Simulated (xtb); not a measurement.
dimethylacetylene (C$_{4}$H$_{6}$), singlet, at a GFN2-xTB geometry. Base run: GFN2-xTB run with xtb 6.7.1.

The xtb input:
```
$ xtb mol.xyz --gfn 2 --json

# file mol.xyz
10

C      0.00350171     0.00681221     2.04717461
C      0.00102454     0.00199315     0.59897157
C     -0.00102454    -0.00199315    -0.59897157
C     -0.00350171    -0.00681221    -2.04717461
H     -0.01660974     1.03166869     2.41791685
H     -0.87195983    -0.52171478     2.42454899
H      0.90099445    -0.48578258     2.42139677
H     -0.02489300     1.01555447    -2.42465823
H      0.89271120    -0.50189680    -2.42117830
H     -0.88024308    -0.53782899    -2.41802609
```

Variants of this job, named by their change:

```json
[
 {"change": "base", "ΔE vs base (kJ/mol)": "0.00", "HOMO-LUMO gap (eV)": "6.92", "G_solv (kcal/mol)": "-", "SCF cycles": "8"},
 {"change": "file = coord", "ΔE vs base (kJ/mol)": "0.00", "HOMO-LUMO gap (eV)": "6.92", "G_solv (kcal/mol)": "-", "SCF cycles": "8"},
 {"change": "alpb = acetonitrile", "ΔE vs base (kJ/mol)": "-14.40", "HOMO-LUMO gap (eV)": "6.90", "G_solv (kcal/mol)": "-3.48", "SCF cycles": "8"},
 {"change": "acc = 30", "ΔE vs base (kJ/mol)": "0.00", "HOMO-LUMO gap (eV)": "6.92", "G_solv (kcal/mol)": "-", "SCF cycles": "7"},
 {"change": "gbsa = chcl3", "ΔE vs base (kJ/mol)": "-15.59", "HOMO-LUMO gap (eV)": "6.90", "G_solv (kcal/mol)": "-3.78", "SCF cycles": "8"}
]
```

ALPB and GBSA are two models with their own fitted parameters for each solvent, which aren't always the measured dielectric constant.
